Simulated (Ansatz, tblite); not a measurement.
Removing an electron: [NbO4]3- (NbO₄³⁻). The state is a singlet with charge -3. Geometry: PBE-D4/def2-SVPD. Ansatz, gas phase; energy differences of separate SCF runs; the oxidised species was run as a doublet alone.

```xyz
5

Nb    0.000   -0.001    0.000
O     1.115    0.753   -1.337
O    -1.781    0.603   -0.249
O     0.615    0.537    1.712
O     0.051   -1.892   -0.126
```

In the def2 sets Nb takes a core potential; there is no spin–orbit coupling. The xTB rows come from tblite. A multiply charged anion in the gas phase is held together partly by the finite basis. Removing one electron lowers the energy by 5.93 eV at PBE0-D4/def2-TZVPD, so it isn't bound. HOMO above LUMO, or a gap near zero within one spin, warns that the state may not be the lowest or that an electron is smeared out.

(1) Estimate orbital energies and vertical ionisation energies at: GFN1-xTB; GFN2-xTB; PBE-D4/def2-TZVPD; r2SCAN-D4/def2-TZVPD; PBE0-D4/def2-TZVPD.

## Answers

(1) 
```
               level  −HOMO (eV)  vertical IE (eV)  −LUMO (eV)  HOMO–LUMO gap (eV)                                                                                                 remarks
            GFN1-xTB       -5.05             -2.02       -8.19                3.14                                                                                                       –
            GFN2-xTB       -6.23             -2.74      -10.44                4.21                                                                                                       –
   PBE-D4/def2-TZVPD       -8.52             -6.17       -9.63                1.11  HOMO above zero (-2 doublet), HOMO above zero (-3 singlet), gap within one spin near zero (-2 doublet)
r2SCAN-D4/def2-TZVPD       -8.38             -6.14       -9.95                1.57                                              HOMO above zero (-2 doublet), HOMO above zero (-3 singlet)
  PBE0-D4/def2-TZVPD       -7.36             -5.93      -10.11                2.75                                              HOMO above zero (-2 doublet), HOMO above zero (-3 singlet)
```

Relaxing the oxidised species (PBE-D4/def2-SVPD) changes its energy by -0.04 eV at PBE-D4/def2-TZVPD, so the adiabatic ionisation energy to this nearest minimum is -6.21 eV. At PBE0-D4/def2-TZVPD it is -5.99 eV. The highest occupied level of the relaxed charge -2 doublet lies above zero (up to 3.67 eV). It is a level of β spin, whose loss leaves a triplet; that state wasn't run at this geometry and level. The electron is either unbound and held by the finite basis, or the level is raised by self-interaction error. The gap within one spin of the relaxed charge -2 doublet nearly closes, so an electron or hole may be smeared out by delocalisation error.    A HOMO above zero means that the electron is unbound at that level or that self-interaction error raises the level; the energy of removing that electron tells which. Raw xTB energy differences between charge states are shifted by several eV; the methods need an empirical correction for them.
